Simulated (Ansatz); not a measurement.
B(NHMe2)Cl3 (C₂H₇BCl₃N). The state is a singlet with charge 0. Geometry PBE-D4/def2-SVP.

```
atom   x (Å)   y (Å)   z (Å)
  B1  -1.194   0.907  -0.233
  N2  -0.023  -0.262  -0.264
  C3  -0.016  -1.123   0.952
  C4   1.337   0.271  -0.554
  H5  -0.319  -0.843  -1.067
  H6  -1.025  -1.548   1.089
  H7   0.226  -0.483   1.819
  H8   0.739  -1.925   0.843
  H9   2.061  -0.562  -0.633
 H10   1.295   0.848  -1.494
 H11   1.619   0.949   0.272
Cl12  -2.792   0.009  -0.014
Cl13  -1.119   1.732  -1.884
Cl14  -0.788   2.031   1.167
```

Task: Estimate the orbital energies around the gap (eV) in Ansatz with PBE-D4/def2-SVP, PBE-D4/def2-TZVPD, BLYP-D4/def2-TZVP, r2SCAN-D4/def2-TZVP, ωB97M-V/def2-TZVP.

Result: 
```
orbital  PBE-D4/def2-SVP  PBE-D4/def2-TZVPD  BLYP-D4/def2-TZVP  r2SCAN-D4/def2-TZVP  ωB97M-V/def2-TZVP
 HOMO−9           -10.05             -10.15             -10.06               -10.51             -14.06
 HOMO−8            -9.52              -9.69              -9.52               -10.02             -13.49
 HOMO−7            -9.38              -9.65              -9.41                -9.99             -13.36
 HOMO−6            -9.37              -9.63              -9.39                -9.96             -13.36
 HOMO−5            -7.24              -7.61              -7.35                -7.90             -11.29
 HOMO−4            -7.22              -7.58              -7.32                -7.88             -11.25
 HOMO−3            -7.20              -7.55              -7.31                -7.83             -11.20
 HOMO−2            -6.71              -7.09              -6.84                -7.37             -10.68
 HOMO−1            -6.64              -7.01              -6.76                -7.28             -10.58
   HOMO            -6.23              -6.62              -6.36                -6.89             -10.19
   LUMO            -0.15              -1.07              -0.61                -0.04               1.72
 LUMO+1             1.03              -0.32               0.37                 1.04               2.68
 LUMO+2             1.52              -0.02               0.87                 1.29               3.24
 LUMO+3             1.56               0.06               0.88                 1.42               3.34
 LUMO+4             1.72               0.43               1.16                 1.57               3.82
 LUMO+5             2.11               0.71               1.31                 1.72               4.22
```
